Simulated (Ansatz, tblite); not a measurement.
Removing and adding an electron: Sn₂₃H₃₂. Charge 0, multiplicity 1. Geometry: PBE-D4/def2-SVP. Ansatz, gas phase; energy differences of separate SCF runs; the oxidised species was run as a doublet alone; the reduced species was run as a doublet alone.

Cartesian coordinates in Å:
```
Sn -1.6879 -5.3416 0.5357
Sn -4.3864 -1.9984 2.3148
Sn 1.9372 -4.2457 -2.2728
Sn 1.1196 -0.2896 -4.9169
Sn -1.6833 -1.1428 -1.3275
Sn 0.2066 -1.4954 2.9888
Sn 2.6837 -0.7421 -0.8468
Sn 0.1371 2.6001 1.0083
Sn -2.5888 1.6436 4.6150
Sn 3.0306 3.4734 -2.5018
Sn 4.6856 2.5369 1.6618
Sn -0.9029 -3.8417 -1.7323
Sn -4.2128 -0.6606 -0.1601
Sn -4.1687 -4.7472 1.7301
Sn -2.3671 -1.1153 4.0737
Sn -1.3646 0.3260 -3.7250
Sn 1.5170 -3.0938 -4.9101
Sn 3.1287 0.7412 -3.2165
Sn -2.3078 3.2054 2.2894
Sn 0.5730 4.1593 -1.3019
Sn 0.2530 -0.1798 0.4931
Sn 2.2091 3.1397 2.8466
Sn 5.0918 4.0565 -0.6680
H -1.7073 -7.0380 0.1372
H -0.4903 -5.1656 1.7862
H -5.9150 -1.6325 3.0733
H 1.2854 0.5330 -6.4480
H 0.6101 -3.1722 2.7969
H 1.4051 -0.7753 4.0228
H 2.2827 -2.4303 -1.5328
H 4.0513 -1.2751 0.0918
H -4.1006 2.0086 5.3905
H -1.3237 2.1177 5.7086
H 3.2553 4.4001 -3.9625
H 4.6457 0.8632 1.1856
H 6.0138 2.7038 2.7693
H -1.9579 -4.4039 -3.0106
H -5.4412 -1.2828 -1.2229
H -4.4864 1.0501 -0.0131
H -5.4696 -5.1342 0.6436
H -4.4287 -5.6761 3.1775
H -2.4994 -1.9777 5.5844
H -2.6344 -0.1461 -4.8170
H -1.5601 2.0304 -3.4352
H 0.1205 -3.7311 -5.7414
H 2.8418 -3.3440 -6.0222
H 4.7436 0.3647 -3.7611
H -3.6322 2.9501 1.1978
H -2.2881 4.8957 2.6979
H -0.7465 3.9862 -2.4152
H 0.6447 5.8311 -0.8249
H 1.9793 2.1924 4.2842
H 2.1911 4.8111 3.3198
H 6.6437 3.7113 -1.3663
H 5.0645 5.7473 -0.2717
```

In the def2 sets Sn takes a core potential; there is no spin–orbit coupling. The xTB rows come from tblite. Single mean-field runs in def2-TZVP are fitted with def2-universal-jkfit. HOMO above LUMO, or a gap near zero within one spin, warns that the state may not be the lowest or that an electron is smeared out.

(1) Estimate orbital energies and vertical ionisation energies and electron affinities at: GFN1-xTB; GFN2-xTB; PBE-D4/def2-TZVP; r2SCAN-D4/def2-TZVP; PBE0-D4/def2-TZVP.

## Answers

(1) 
```tsv
level	−HOMO (eV)	vertical IE (eV)	−LUMO (eV)	vertical EA (eV)	HOMO–LUMO gap (eV)	IE − EA (eV)	remarks
GFN1-xTB	10.39	11.59	8.93	7.76	1.47	3.83	–
GFN2-xTB	10.69	11.82	9.68	8.59	1.01	3.22	–
PBE-D4/def2-TZVP	5.43	6.83	3.56	2.38	1.87	4.45	gap within one spin near zero (+1 doublet)
r2SCAN-D4/def2-TZVP	5.60	6.91	3.49	2.33	2.11	4.58	gap within one spin near zero (+1 doublet)
PBE0-D4/def2-TZVP	6.15	7.03	2.95	2.23	3.20	4.80	–
```

   Raw xTB energy differences between charge states are shifted by several eV; the methods need an empirical correction for them. Sets without diffuse functions give affinities that are too small.
